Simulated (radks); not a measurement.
The numbers below are computed, except where a source is named.
Question: Species: Al+. Configuration: [Ne] 3s2 (the NIST ground configuration). Level of theory: scalar-relativistic Kohn-Sham, XLYP, spin-polarised, spherical densities, finite nucleus; Fermi nuclear charge, rms radius 3.061 fm (a radial shooting solver on a logarithmic mesh with Libxc functionals). Some entries of the table are withheld. Estimate them.

| orbital | occ. | eigenvalue (hartree) | <r> (bohr) | <r^2> (bohr^2) |
|---|---|---|---|---|
| 1s | 2 | -55.91166 | (1) | (2) |
| 2s | 2 | -4.27644 | 0.6264 | 0.4708 |
| 2p | 6 | -2.86737 | (3) | 0.4630 |
| 3s | 2 | -0.54190 | 2.372 | 6.514 |

Answer: 
(1) 1s <r> (bohr): 0.1202
(2) 1s <r^2> (bohr^2): 0.01945
(3) 2p <r> (bohr): 0.6031
